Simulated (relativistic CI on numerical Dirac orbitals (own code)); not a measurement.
# Slater and spin-orbit integrals, Ba⁶⁺

Computed by Dirac-Coulomb-Breit CI, KLI orbitals optimised for each configuration, a model potential for QED, unscaled Slater integrals (own radial code, finite nucleus).

Slater integrals F^k, G^k are unscaled and averaged over j, outside the closed core [Kr] 4d10; ζ comes from projecting the Hamiltonian with its Breit term on Σ l·s of the shell.

- 5s2.5p2: F^2(5p,5p) = 63365, ζ(5p) = 14766 cm⁻¹; <r>(5p) = 1.699, <r^2>(5p) = 3.225 (bohr units).
- 5s.5p3: F^2(5p,5p) = 63454, G^1(5s,5p) = 82839, ζ(5p) = 14646 cm⁻¹; <r>(5s) = 1.526, <r^2>(5s) = 2.597, <r>(5p) = 1.696, <r^2>(5p) = 3.213 (bohr units).
- 5s2.5p.5d: ζ(5p) = 15058, F^2(5p,5d) = 53435, G^1(5p,5d) = 63777, G^3(5p,5d) = 40429, ζ(5d) = 1241.9 cm⁻¹; <r>(5p) = 1.695, <r^2>(5p) = 3.211, <r>(5d) = 2.087, <r^2>(5d) = 4.882 (bohr units).

Averages of the first 10 configurations, taken without configuration mixing, which lowers the lowest level and can move excited configurations by several eV; other configurations of the list can lie among them:

```json
{"Configuration": "5s2.5p2", "Parity": "even", "States": "15", "Average energy above the lowest level (eV)": "5.0"}
{"Configuration": "5s.5p3", "Parity": "odd", "States": "40", "Average energy above the lowest level (eV)": "22.8"}
{"Configuration": "5s2.5p.5d", "Parity": "odd", "States": "60", "Average energy above the lowest level (eV)": "30.5"}
{"Configuration": "5p4", "Parity": "even", "States": "15", "Average energy above the lowest level (eV)": "43.5"}
{"Configuration": "5s2.5p.4f", "Parity": "even", "States": "84", "Average energy above the lowest level (eV)": "22.8"}
{"Configuration": "5s.5p2.5d", "Parity": "even", "States": "300", "Average energy above the lowest level (eV)": "47.2"}
{"Configuration": "5s2.5p.5f", "Parity": "even", "States": "84", "Average energy above the lowest level (eV)": "53.4"}
{"Configuration": "5s2.4f.5d", "Parity": "odd", "States": "140", "Average energy above the lowest level (eV)": "47.8"}
{"Configuration": "5s.5p2.4f", "Parity": "odd", "States": "420", "Average energy above the lowest level (eV)": "39.1"}
{"Configuration": "5s2.5p.5g", "Parity": "odd", "States": "108", "Average energy above the lowest level (eV)": "62.7"}
```
